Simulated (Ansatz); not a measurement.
Consider the formal exchange of groups at the Si–S bond: `F[SiH](Cl)S[SiH2]Cl` + `CCC(C)F` → `C[C@H](F)[Si@H](F)Cl` + `CCS[SiH2]Cl`.

Calculated with Ansatz (gas phase, PBE0-D4/def2-TZVP geometries, no zero-point term in ΔE). CCSD(T)/CBS adds triple-zeta CCSD(T) − MP2 to the extrapolated MP2 energy (def2 sets, frozen cores). Functionals use def2-TZVPP. B3LYP here is the variant with VWN-RPA as its local correlation; programs differ in this. Each species was taken in one conformer, which may not be the lowest.

(1) Is it downhill or uphill in electronic energy at CCSD(T)/CBS, and by how much? (Best estimate.)

(2) What do these levels give: r2SCAN-D4, PBE0-D4, B3LYP-D4, ωB97M-V, B2PLYP, PBE, r2SCAN, HF/def2-TZVPP, CCSD/def2-TZVPP, HF/def2-QZVPP, MP2/def2-QZVPP, MP2/CBS(def2)? (Estimate.)

Largest T1 diagnostic among the species: 0.011.

## Answers

(1) The calculation gave: Uphill: ΔE = +25.9 kcal/mol.

(2) Ansatz gave: r2SCAN-D4 26.0, PBE0-D4 25.6, B3LYP-D4 24.6, ωB97M-V 25.6, B2PLYP 25.0, PBE 23.8, r2SCAN 25.9, HF/def2-TZVPP 26.4, CCSD/def2-TZVPP 25.8, HF/def2-QZVPP 26.3, MP2/def2-QZVPP 26.8, MP2/CBS(def2) 26.9 kcal/mol.

The D4 term adds +0.7 kcal/mol with B3LYP and +0.4 kcal/mol with PBE0; it sums over pairs of atoms, weighted by their polarisabilities, and B3LYP, whose exchange is more repulsive, gets the larger term. From PBE to PBE0 (25 % exact exchange), in def2-TZVPP and without D4, ΔE moves by +1.4 kcal/mol.
